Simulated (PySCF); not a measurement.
All values below come from B3LYP-D3(BJ)/def2-TZVP run with PySCF. All species are isolated molecules in the gas phase. One relaxed conformer stands for a flexible species; it need not be the lowest. B3LYP has the VWN-RPA correlation part, as in Gaussian. Excitations are Tamm–Dancoff values on a coarser integration grid. The basis has no diffuse functions, so Rydberg states are missing or too high.

Reference species (SMILES): `[Br][Ga]([Br])[Br]` (neutral, multiplicity 1).

S1–T1 gap (TDA): 0.33 eV
S1 oscillator strength: 0.000

Changed species: `[OH][Ga]([OH])[OH]` (3 of 3 Br replaced by OH; the reference has 0 of 3 Br replaced by OH).

Task: What does the change do to the S1–T1 gap (TDA) and S1 oscillator strength?

Result: the S1–T1 gap (TDA) goes up by 0.05 eV, to 0.38 eV; the S1 oscillator strength is nearly the same.
